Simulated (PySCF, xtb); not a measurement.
H₂ISi, SMILES [SiH2]I (connectivity only; charge and spin as stated), charge +1, multiplicity 1.

Geometry optimised at B3LYP-D3(BJ)/def2-TZVP. The multiplicity is an assumed one; other spin states were not compared. The isomer is the one that the SMILES or the coordinates give; other isomers of the formula were not compared. The def2 effective core potentials stand for the cores of I; spin–orbit coupling is left out.

The numbers are results of C-PCM-B3LYP/def2-SVP (PySCF), not measurements.

The values are the electrostatic part of the solvation free energy, E(continuum) − E(gas) at the gas-phase geometry, in a cavity of scaled van der Waals radii (PySCF's table); cavitation and dispersion terms are not included. In vacuum the orbital gap is 4.14 eV.

```
solvent                    ε  ΔG(elec) (kcal/mol)  gap (eV)
---------------------  -----  -------------------  --------
water                  78.36                -58.5      4.33
dichloromethane         8.93                -52.6      4.31
N,N-dimethylformamide  37.22                -57.6      4.33
```

For comparison, GFN2-xTB/ALPB(water) (xtb, at the GFN2-xTB geometry, all terms of that model) gives -48.9 kcal/mol.
